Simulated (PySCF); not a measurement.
Compound: C9H14.
SMILES with atom numbers: `[CH2:1]=[CH:2][C@@H:3]1[C@H:4]2[CH2:5][CH2:6][CH2:7][CH2:8][C@@H:9]12` (hydrogens: H10, H11 on C1; H12 on C2; H13 on C3; H14 on C4; H15, H16 on C5; H17, H18 on C6; H19, H20 on C7; H21, H22 on C8; H23 on C9)

The same species was optimised twice, with GFN2-xTB and with PBE0-D3(BJ)/def2-SVP (PySCF), and the same property calculations (PySCF, gas phase) were run on both structures.

| coordinate | GFN2-xTB | PBE0-D3(BJ)/def2-SVP | change |
| --- | --- | --- | --- |
| C1=C2 (Å) | 1.324 | 1.337 | +0.013 |
| C2–C3 (Å) | 1.472 | 1.480 | +0.008 |
| C8–C9 (Å) | 1.516 | 1.522 | +0.006 |
| C4–C9 (Å) | 1.495 | 1.499 | +0.004 |
| C7–C8 (Å) | 1.528 | 1.527 | -0.001 |
| C6–C7 (Å) | 1.525 | 1.523 | -0.002 |
| C3–C4 (Å) | 1.511 | 1.510 | -0.001 |
| C5–C6 (Å) | 1.527 | 1.526 | -0.001 |
| C3–C9 (Å) | 1.516 | 1.516 | 0.000 |
| C4–C5 (Å) | 1.512 | 1.512 | 0.000 |
| C7–C8–C9 (°) | 111.9 | 113.1 | +1.2 |
| C6–C7–C8 (°) | 110.4 | 111.5 | +1.1 |
| C4–C5–C6 (°) | 112.6 | 113.3 | +0.7 |
| C1–C2–C3 (°) | 126.0 | 126.7 | +0.7 |
| C5–C6–C7 (°) | 110.0 | 110.7 | +0.7 |
| C3–C9–C8 (°) | 119.4 | 119.9 | +0.5 |
| C3–C4–C5 (°) | 120.8 | 121.3 | +0.5 |
| C5–C4–C9 (°) | 120.9 | 120.4 | -0.5 |
| C1–C2–C3–C4 (°) | 36 | 36 | 0 |

Rotational constants: A = 3534, B = 1096, C = 958.3 MHz (GFN2-xTB) against A = 3520, B = 1081, C = 945.7 MHz (PBE0-D3(BJ)/def2-SVP). Point groups within 0.08 Å: C1 and C1.

On the GFN2-xTB structure: HOMO (eV) -6.62 [PBE0/pcSseg-1]; LUMO (eV) 0.37 [PBE0/pcSseg-1]; dipole (D) 0.81 [PBE0/pcSseg-1]; GIAO shielding of C1 (ppm) 75.3 [PBE0/pcSseg-1]; GIAO shielding of C2 (ppm) 36.1 [PBE0/pcSseg-1]; GIAO shielding of C3 (ppm) 159.0 [PBE0/pcSseg-1]; GIAO shielding of C4/C9 (mean) (ppm) 155.6 [PBE0/pcSseg-1]; GIAO shielding of C5/C8 (mean) (ppm) 158.8 [PBE0/pcSseg-1]; GIAO shielding of C6/C7 (mean) (ppm) 161.8 [PBE0/pcSseg-1].

What do these properties become on the PBE0-D3(BJ)/def2-SVP structure?

```csv
property,level,on GFN2-xTB,on PBE0-D3(BJ)/def2-SVP,change
HOMO (eV),PBE0/pcSseg-1,-6.62,-6.64,-0.02
LUMO (eV),PBE0/pcSseg-1,0.37,0.31,-0.06
dipole (D),PBE0/pcSseg-1,0.81,0.83,+0.02
"energy, GFN2-xTB geometry as zero (kcal/mol)",PBE0/pcSseg-1,0.0,-0.7,-0.7
GIAO shielding of C1 (ppm),PBE0/pcSseg-1,75.3,72.1,-3.2
GIAO shielding of C2 (ppm),PBE0/pcSseg-1,36.1,33.2,-2.9
GIAO shielding of C3 (ppm),PBE0/pcSseg-1,159.0,157.7,-1.3
GIAO shielding of C4/C9 (mean) (ppm),PBE0/pcSseg-1,155.6,154.9,-0.7
GIAO shielding of C5/C8 (mean) (ppm),PBE0/pcSseg-1,158.8,158.2,-0.6
GIAO shielding of C6/C7 (mean) (ppm),PBE0/pcSseg-1,161.8,160.9,-0.9
```

The heavy atoms differ by 0.021 Å rms after alignment. Among bonds between heavy atoms C1=C2 changes most (+0.013 Å). Changes are differences of the printed values. Neither structure is proved a minimum here.
